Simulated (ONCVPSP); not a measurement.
Reading a pseudo-wave (Cs (Z = 55))

Columns: radius, all-electron u(r) and pseudo u(r) of the 5p shell (level -13.61 eV) of caesium in the configuration [Kr] 4d10 5s2 5p6 6s1; LDA (Perdew-Wang 92), scalar-relativistic, ONCV scheme, ONCVPSP 4.0.1.

```csv
r (bohr),all-electron,pseudo
0.135,0.0901,0.0086
0.270,0.1954,0.0346
0.405,-0.1759,0.0778
0.540,-0.3873,0.1375
0.675,-0.3403,0.2122
0.810,-0.1426,0.2986
0.945,0.1000,0.3920
1.080,0.3260,0.4865
1.215,0.5087,0.5753
1.350,0.6416,0.6521
1.485,0.7280,0.7121
1.620,0.7752,0.7519
1.755,0.7914,0.7708
1.890,0.7841,0.7699
2.025,0.7601,0.7520
2.160,0.7246,0.7209
2.295,0.6818,0.6806
2.430,0.6350,0.6347
2.565,0.5865,0.5865
2.700,0.5381,0.5380
2.835,0.4908,0.4908
2.970,0.4457,0.4457
3.105,0.4031,0.4031
3.240,0.3633,0.3633
3.375,0.3266,0.3266
3.510,0.2929,0.2929
```

Task: How many radial nodes do the two functions have?

Result: The all-electron 5p function has n − l − 1 = 3 (the table is too coarse to show those close to the nucleus); the pseudo-wave has 0, since the states of the same l below it are removed with the core.

Task: At about which radius was the pseudo-wave matched?

Result: 2.65 bohr. The columns agree to 0.0005 from 2.43 bohr on; several derivatives are matched, so the curves merge somewhat inside the radius.

Task: Is the pseudo-wave norm-conserving?

Result: Yes: the ONCV scheme keeps the norm inside the radius equal to the all-electron one, which fixes the energy derivative of the logarithmic derivative at the level.
